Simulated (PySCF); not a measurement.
**Telling isomers of C6H9FOSi apart by NMR**

PySCF 2.14 calculation with GIAO PBE0/pcSseg-1 shieldings and geometry: GFN2-xTB; no relativistic terms, rapidly exchanging positions averaged, isolated molecule, one conformer.

δ = σ(ref) − σ, references computed at the same level: 1H (σref 31.72) and 13C (σref 186.93) against TMS. Splittings of carbon signals by F and P are missing where no couplings were computed. Where no couplings were computed, multiplicities follow the n + 1 count of equivalent neighbours, and m marks all less simple cases (inequivalent or close neighbours, rings, F or P nearby). Shifts are as computed. Against solution values, carbons near 30 ppm lie about +3 ppm off and those near 130 ppm about +5 ppm. Of 1309 compounds with measured shifts, 239 miss one by over three times the rms of a fit or turn the order of signals round; such compounds aren't used in these exercises.

(1) Tabulate the signals of `C#C/C(F)=C/[SiH2]OCC`, `O=C/C=C(\F)[SiH2]C1CC1` and their relative energies.

(2) What is the quickest way to tell C#C/C(F)=C/[SiH2]OCC from O=C/C=C(\F)[SiH2]C1CC1?

Answers

(1) 
| SMILES | carbon types | δC | δH | E rel. (kcal/mol) |
| --- | --- | --- | --- | --- |
| C#C/C(F)=C/[SiH2]OCC | 2×C 2×CH 1×CH2 1×CH3 | 160.3, 122.6, 88.9, 80.7, 63.5, 19.4 | 5.88 (m, 1H), 5.41 (d, 2H), 4.07 (q, 2H), 2.76 (s, 1H), 1.32 (t, 3H) | 5.3 |
| O=C/C=C(\F)[SiH2]C1CC1 | 1×C 3×CH 2×CH2 | 196.2, 190.1, 131.2, 4.4, -4.1 | 10.49 (m, 1H), 5.77 (m, 1H), 4.27 (m, 2H), 0.86 (m, 2H), 0.34 (m, 2H), 0.10 (m, 1H) | 0.0 |

Energies are electronic energies at PBE0/pcSseg-1 on these geometries, without zero-point or thermal terms, each for the one conformer computed, which needn't be the lowest.

(2) Count the carbon signals: 6 against 5. The first has an alkyne carbon (C) at 80.7 ppm, the second an aldehyde carbonyl carbon (CH) at 190.1 ppm. Their most deshielded carbons lie at 160.3 and 196.2 ppm. In the proton spectra the most deshielded non-exchanging signals are 5.88 (m, 1H) and 10.49 (m, 1H).
